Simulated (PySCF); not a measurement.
Sn(Et)(OMe)(NH2)2, SMILES [Sn]([NH2])([O]C)([NH2])[CH2]C (C₃H₁₂N₂OSn) (GFN2-xTB optimised geometry):

```
19

C     -1.360    -2.131     2.013
C     -2.007    -0.770     1.899
Sn    -1.548     0.270     0.000
N     -2.076    -0.422    -1.871
N     -2.303     2.179     0.000
O      0.483     0.270     0.000
C      1.295     0.659    -1.065
H     -0.280    -2.051     1.930
H     -1.601    -2.568     2.982
H     -1.717    -2.808     1.238
H     -1.660    -0.108     2.687
H     -3.092    -0.834     1.952
H     -3.080    -0.430    -2.002
H     -1.754    -1.369    -2.043
H     -1.740     2.808     0.563
H     -2.319     2.570    -0.936
H      1.035     0.148    -1.995
H      1.252     1.738    -1.241
H      2.319     0.391    -0.794
```

Calculation: PBE0/def2-SVP, def2 effective core potentials past Kr (PySCF 2.14.0).

Problem. What are the frontier orbital energies and the dipole moment?

Solution. HOMO-2 -7.12 eV, HOMO-1 -6.93 eV, HOMO -6.71 eV, LUMO -0.14 eV, LUMO+1 1.12 eV; dipole moment 1.55 D.
